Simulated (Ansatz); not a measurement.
Geometry optimisation, Ansatz, RKS revPBE-D4/def2-mTZVP.

Input file:

```yaml
crystal:
  periodic: [false, false, false]
  atoms:
    - { symbol: Ga, position_ang: [-0.055002, -4.0e-06, -1.257609] }
    - { symbol: H, position_ang: [1.105049, -9.0e-06, 1.25722] }
    - { symbol: H, position_ang: [1.708429, 9.0e-06, 0.879551] }
    - { symbol: H, position_ang: [-1.179875, 4.0e-06, 0.032338] }
basis:
  gaussian: { orbitals: def2-mTZVP }
hamiltonian:
  xc: revpbe
  dispersion: d4
relax:
  f_tol: 0.03
  max_steps: 50
output:
  orbitals: {}
```

Command:

```bash
$ ansatz run input.yaml --threads 1 --pin off --max-ram 2048MiB --backend cpu --events-out ev --progress --plain --runs-dir out
```

Q: Where does it end, and by what steps?

A: The run converged. The force dipped under the threshold on the way, but the program's further checks kept it going. After 3 steps the energy has fallen by 0.032 eV; H3 moved furthest, 0.04 Å.

```json
{"step": "0", "energy less start (eV)": "0.0000", "largest force component (eV/Å)": "1.332", "accepted": "yes"}
{"step": "1", "energy less start (eV)": "-0.0282", "largest force component (eV/Å)": "0.062", "accepted": "yes"}
{"step": "2", "energy less start (eV)": "-0.0317", "largest force component (eV/Å)": "0.014", "accepted": "yes"}
{"step": "3", "energy less start (eV)": "-0.0319", "largest force component (eV/Å)": "0.005", "accepted": "yes"}
```

```xyz
4
Properties=species:S:1:pos:R:3
Ga -0.085 0.000 -1.289
H 1.095 0.000 1.274
H 1.748 0.000 0.899
H -1.180 0.000 0.027
```

Whether the end is a true minimum wasn't checked by a vibrational analysis.

Run time: 3.4 s on 1 thread of Arm Neoverse V1, on a shared host, peak memory 0.089 GiB.
